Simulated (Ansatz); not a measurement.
Te2Pb3⁺, relaxed as a doublet with UKS PBE0-D4/def2-SVP in Ansatz, starting from the GFN1-xTB geometry. Force threshold 0.02 eV/Å.

In the def2 sets Pb, Te take a core potential; there is no spin–orbit coupling. The structure comes from a short search, and lower isomers may exist.

Start:

Cartesian coordinates in Å:
```
Pb 1.997 -1.068 1.580
Pb -0.514 2.840 -0.872
Pb -2.370 0.303 -1.070
Te -0.319 0.610 0.910
Te 1.206 -2.684 -0.549
```

(1) Estimate the energy that the relaxation releases and the steps that it takes.

(2) Does the start keep its bonding?

(3) Predict the relaxed structure.

## Answers

(1) 2.49 eV, in 29 steps; 11 min on 4 threads of AMD EPYC on a shared host. The force fell under the threshold at step 20, but the optimiser went on and released 0.002 eV more. No frequencies were taken in this run, so the end may be a saddle point.

(2) Bonds formed: Pb2–Te5, Pb3–Te5 (atoms count from 1). The end is the same structure that another start reached, the lowest one found.

(3) 
Cartesian coordinates in Å:
```
Pb 1.6566 -0.6721 1.2977
Pb 0.4690 1.6530 -1.0557
Pb -2.0470 -0.6045 -0.4958
Te -0.7579 0.9914 1.6554
Te 0.6793 -1.3678 -1.4015
```
Bond lengths (bridged metal pairs left out): 6 × Pb–Te 2.95 to 3.05 Å.
